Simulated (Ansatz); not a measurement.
[AlCl4]- (AlCl₄⁻). Charge -1, multiplicity 1. Geometry r2SCAN-D4/def2-SVPD, basis def2-TZVPD, Ansatz.

```xyz
5

Al    0.000    0.000    0.000
Cl    0.952   -0.154   -1.949
Cl    0.794    1.724    1.060
Cl    0.400   -1.804    1.147
Cl   -2.147    0.233   -0.258
```

```csv
run,HOMO (eV),LUMO (eV)
A,-4.48,3.07
B,-3.44,3.16
C,-6.76,3.49
D,-7.76,4.15
E,-5.86,3.45
F,-2.94,2.58
```

Problem. The runs used BLYP, CAM-B3LYP, HF, PBE0, r2SCAN, ωB97M-V. Estimate which is which.

Solution. A PBE0 (25 % exact exchange); B r2SCAN (0 % exact exchange); C ωB97M-V (range-separated); D HF (100 % exact exchange); E CAM-B3LYP (range-separated); F BLYP (0 % exact exchange). Exact exchange lowers occupied and raises empty levels; among semilocal functionals meta-GGAs tend to open the gap a little, and such runs are hard to tell apart. The gap grows from 5.52 eV (BLYP) to 11.91 eV (HF).
